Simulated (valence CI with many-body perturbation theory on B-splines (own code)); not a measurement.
Results of a calculation; reference values are marked as such.
# Energy levels of Ho44+

Level of theory: configuration interaction combined with many-body perturbation theory (CI+MBPT): five valence electrons over a frozen Dirac-Fock core [Ar], a basis of 7 s, 7 p, 8 d, 6 f, 4 g, 1 h functions for each j, with the one-electron correlation potential Σ1 (screened to all orders), the two-electron term Σ2, the three-electron term Σ3, Breit, model QED; selected single and double excitations, second order for the rest, scaled by the run's own slope (own B-spline code, finite nucleus).

No measured spectrum was set against this ion. As an estimate, large intervals hold to a few tenths of a per cent, small ones and those within an open d or f shell to about a per cent. Among the levels kept, up to 550 cm⁻¹ of a level comes from second order outside the variational space, and about a tenth of that is noise between levels of different J, which matters for small intervals. Only levels of the ground parity were solved; by the run's estimate the other parity begins above the list, which can be wrong where configurations are misplaced.

Levels 1 to 32 of 32, with energies above the lowest level, (3d3/2^4 3d5/2) J=5/2. "Leading %" is the weight of the configuration and term that name the level; weights of strongly mixed levels are sums over their largest components and can fall short, so below about 35 % the name and the second component can differ from the true leading terms, or belong to a minority configuration. In the jj column 3d3/2^4 stands for four electrons in 3d with j = 3/2.

| No. | Configuration | Term | J | E (cm⁻¹) | Leading % | g | Second component | Leading jj |
| --- | --- | --- | --- | --- | --- | --- | --- | --- |
| 1 | 3d⁵ | ⁴P | 5/2 | 0 | 28 | 1.347 | 23 % 3d⁵ ²D | 3d3/2^4 3d5/2 (93 %) |
| 2 | 3d⁵ | ⁶S | 5/2 | 267430 | 38 | 1.332 | 23 % 3d⁵ ²F | 3d3/2^3 3d5/2^2 (88 %) |
| 3 | 3d⁵ | ⁴G | 7/2 | 353530 | 35 | 1.155 | 24 % 3d⁵ ²F | 3d3/2^3 3d5/2^2 (99 %) |
| 4 | 3d⁵ | ⁴D | 3/2 | 364300 | 39 | 1.186 | 31 % 3d⁵ ⁴P | 3d3/2^3 3d5/2^2 (98 %) |
| 5 | 3d⁵ | ²H | 11/2 | 364540 | 42 | 1.111 | 36 % 3d⁵ ⁴G | 3d3/2^3 3d5/2^2 (98 %) |
| 6 | 3d⁵ | ⁴G | 9/2 | 399900 | 33 | 1.137 | 28 % 3d⁵ ²G | 3d3/2^3 3d5/2^2 (96 %) |
| 7 | 3d⁵ | ⁴D | 5/2 | 422080 | 31 | 1.139 | 28 % 3d⁵ ²D | 3d3/2^3 3d5/2^2 (91 %) |
| 8 | 3d⁵ | ⁴P | 1/2 | 440080 | 47 | 1.832 | 26 % 3d⁵ ²S | 3d3/2^3 3d5/2^2 (88 %) |
| 9 | 3d⁵ | ²F | 7/2 | 457920 | 39 | 1.085 | 30 % 3d⁵ ²G | 3d3/2^3 3d5/2^2 (96 %) |
| 10 | 3d⁵ | ²D | 3/2 | 561730 | 58 | 0.793 | 21 % 3d⁵ ⁴F | 3d3/2^3 3d5/2^2 (84 %) |
| 11 | 3d⁵ | ²D | 5/2 | 616230 | 29 | 1.274 | 29 % 3d⁵ ⁶S | 3d3/2^2 3d5/2^3 (87 %) |
| 12 | 3d⁵ | ⁴D | 7/2 | 673130 | 52 | 1.211 | 40 % 3d⁵ ⁴G | 3d3/2^2 3d5/2^3 (99 %) |
| 13 | 3d⁵ | ²I | 11/2 | 678600 | 51 | 1.083 | 48 % 3d⁵ ⁴G | 3d3/2^2 3d5/2^3 (98 %) |
| 14 | 3d⁵ | ⁴G | 9/2 | 693060 | 58 | 1.141 | 37 % 3d⁵ ²G | 3d3/2^2 3d5/2^3 (95 %) |
| 15 | 3d⁵ | ²I | 13/2 | 715550 | 100 | 1.068 |  | 3d3/2^2 3d5/2^3 (100 %) |
| 16 | 3d⁵ | ⁴D | 1/2 | 720410 | 77 | 0.499 | 14 % 3d⁵ ²S | 3d3/2^2 3d5/2^3 (97 %) |
| 17 | 3d⁵ | ⁴P | 3/2 | 730010 | 53 | 1.174 | 34 % 3d⁵ ⁴F | 3d3/2^2 3d5/2^3 (96 %) |
| 18 | 3d⁵ | ²F | 5/2 | 740870 | 42 | 1.020 | 30 % 3d⁵ ⁴D | 3d3/2^2 3d5/2^3 (96 %) |
| 19 | 3d⁵ | ²H | 9/2 | 778710 | 53 | 1.099 | 47 % 3d⁵ ⁴F | 3d3/2^2 3d5/2^3 (100 %) |
| 20 | 3d⁵ | ²G | 7/2 | 796130 | 61 | 0.983 | 35 % 3d⁵ ²F | 3d3/2^2 3d5/2^3 (99 %) |
| 21 | 3d⁵ | ⁴F | 5/2 | 809230 | 63 | 1.044 | 25 % 3d⁵ ²D | 3d3/2^2 3d5/2^3 (98 %) |
| 22 | 3d⁵ | ²D | 3/2 | 819590 | 87 | 0.838 | 9 % 3d⁵ ⁴D | 3d3/2^2 3d5/2^3 (83 %) |
| 23 | 3d⁵ | ²G | 7/2 | 855430 | 45 | 1.036 | 37 % 3d⁵ ²F | 3d3/2^2 3d5/2^3 (94 %) |
| 24 | 3d⁵ | ⁴P | 1/2 | 856560 | 38 | 1.786 | 34 % 3d⁵ ²P | 3d3/2^2 3d5/2^3 (78 %) |
| 25 | 3d⁵ | ²G | 9/2 | 916350 | 76 | 1.104 | 12 % 3d⁵ ²H | 3d3/2^2 3d5/2^3 (95 %) |
| 26 | 3d⁵ | ⁴P | 5/2 | 1014600 | 30 | 1.262 | 17 % 3d⁵ ²F | 3d3/2 3d5/2^4 (79 %) |
| 27 | 3d⁵ | ²P | 3/2 | 1028100 | 74 | 1.181 | 25 % 3d⁵ ²D | 3d3/2^2 3d5/2^3 (96 %) |
| 28 | 3d⁵ | ²D | 5/2 | 1050100 | 61 | 1.127 | 24 % 3d⁵ ²F | 3d3/2^2 3d5/2^3 (72 %) |
| 29 | 3d⁵ | ⁴F | 7/2 | 1083400 | 30 | 1.183 | 28 % 3d⁵ ²F | 3d3/2 3d5/2^4 (99 %) |
| 30 | 3d⁵ | ²H | 11/2 | 1096400 | 56 | 1.066 | 27 % 3d⁵ ²I | 3d3/2 3d5/2^4 (99 %) |
| 31 | 3d⁵ | ²D | 3/2 | 1108100 | 31 | 0.958 | 29 % 3d⁵ ⁴D | 3d3/2 3d5/2^4 (96 %) |
| 32 | 3d⁵ | ²G | 9/2 | 1151100 | 59 | 1.111 | 16 % 3d⁵ ²H | 3d3/2 3d5/2^4 (94 %) |

The ionisation energy to 3d⁴ ³P0 of the next ion comes out as 3591.9 eV (NIST: 3592 ± 4 eV (theoretical)). All 32 levels together are meant to be complete up to 1152400 cm⁻¹.
